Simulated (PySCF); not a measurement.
How methods differ on the ionisation energy of Sm(39+)

Sm(39+) [Ar] 3d5 [3d3/2^4 3d5/2^1, M_J = 5/2] → Sm(40+) [Ar] 3d4 [3d3/2^4, M_J = 0], as a difference of total energies. Calculation: PySCF 2.14, in an even-tempered Gaussian basis (16 s from 8.1 bohr⁻², ratio 2.8; 12 p from 11 bohr⁻², ratio 2.8; 8 d from 11 bohr⁻², ratio 2.8; 3 f from 36 bohr⁻², ratio 3); the two-component X2C-1e Hamiltonian. Correlated levels: [Ne] frozen; the 74 highest virtual spinors dropped. "Screened" scales the spin-orbit matrix elements by Boettger's factors to mimic the two-electron term; Breit and QED terms are absent.

```csv
method,ionisation energy (eV)
GHF (spin-free),2916.8
GMP2 (spin-free),2916.8
GHF (screened spin-orbit),2889.0
GMP2 (screened spin-orbit),2888.6
```

Breit and QED terms and the two-electron picture change are absent.

The spin-free rows relax to the high-spin LS determinant and lack the spin-orbit shift.

The labels give the starting determinants; with spin-orbit coupling the two ends relaxed to ⟨J²⟩ = 8.76, ⟨L²⟩ = 3.77, ⟨S²⟩ = 4.09 and ⟨J²⟩ = 0.00, ⟨L²⟩ = 2.43, ⟨S²⟩ = 2.43.

For comparison: 2887 ± 4 eV (theoretical estimate listed by NIST; NIST Atomic Spectra Database, ionization energies).
